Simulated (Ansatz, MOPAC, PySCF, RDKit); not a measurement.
Two conformers of C4H6O (SMILES C=COC=C), B3LYP-D3(BJ)/def2-TZVP minima.
Conformer 1 (charge 0, multiplicity 1):
```json
[
 {"atom": "C", "x (Å)": "-1.8779", "y (Å)": "-0.0192", "z (Å)": "-0.2810"},
 {"atom": "C", "x (Å)": "-1.0914", "y (Å)": "0.9412", "z (Å)": "0.1897"},
 {"atom": "O", "x (Å)": "0.2650", "y (Å)": "0.9030", "z (Å)": "0.3299"},
 {"atom": "C", "x (Å)": "0.8925", "y (Å)": "-0.3140", "z (Å)": "0.3066"},
 {"atom": "C", "x (Å)": "2.1257", "y (Å)": "-0.4503", "z (Å)": "-0.1529"},
 {"atom": "H", "x (Å)": "-1.5033", "y (Å)": "-0.9658", "z (Å)": "-0.6422"},
 {"atom": "H", "x (Å)": "-2.9427", "y (Å)": "0.1532", "z (Å)": "-0.3274"},
 {"atom": "H", "x (Å)": "-1.4686", "y (Å)": "1.9033", "z (Å)": "0.5096"},
 {"atom": "H", "x (Å)": "0.3179", "y (Å)": "-1.1264", "z (Å)": "0.7382"},
 {"atom": "H", "x (Å)": "2.6626", "y (Å)": "0.3828", "z (Å)": "-0.5847"},
 {"atom": "H", "x (Å)": "2.6203", "y (Å)": "-1.4077", "z (Å)": "-0.0858"}
]
```
Conformer 2 (charge 0, multiplicity 1):
```xyz
11

C      2.3398     0.3765    -0.1336
C      1.1727    -0.2359    -0.0063
O     -0.0051     0.3905    -0.2903
C     -1.1656    -0.3083    -0.1316
C     -2.3478     0.2307    -0.3870
H      2.4074     1.4019    -0.4690
H      3.2489    -0.1553     0.1011
H      1.0777    -1.2643     0.3281
H     -1.0436    -1.3293     0.2167
H     -3.2422    -0.3568    -0.2483
H     -2.4422     1.2504    -0.7329
```

No zero-point or thermal terms.

Cores are frozen in the correlated methods. Rows in 3-21G carry no dispersion term and start afresh at each structure. The state that PM7 reach isn't checked; PM7 holds dispersion and hydrogen-bond terms.

Programs: Ansatz (an electronic-structure program) with Gaussian orbitals; MOPAC for PM7 (differences of heats of formation); PySCF for 3-21G rows, the dispersion terms; RDKit for the force fields. 

| level | electronic energy of conformer 2 less that of conformer 1 (kcal/mol) |
|---|---|
| MMFF94 | -4.48 |
| PM7 | 2.15 |
| HF/3-21G | 1.82 |
| revPBE-D3(BJ)/def2-TZVPP | 0.05 |
| B3LYP-D3(BJ)/def2-TZVPP | 0.02 |
| BHLYP-D3(BJ)/def2-TZVPP | 0.15 |
| CAM-B3LYP-D4/def2-TZVPP | (withheld) |
| B2PLYP-D3(BJ)/def2-TZVPP | 0.19 |
| CCSD(T)/cc-pVDZ | (withheld) |

### Question
Fill in the missing entries.

### Answer

- CAM-B3LYP-D4/def2-TZVPP, electronic energy of conformer 2 less that of conformer 1 (kcal/mol): -0.08
- CCSD(T)/cc-pVDZ, electronic energy of conformer 2 less that of conformer 1 (kcal/mol): 0.59
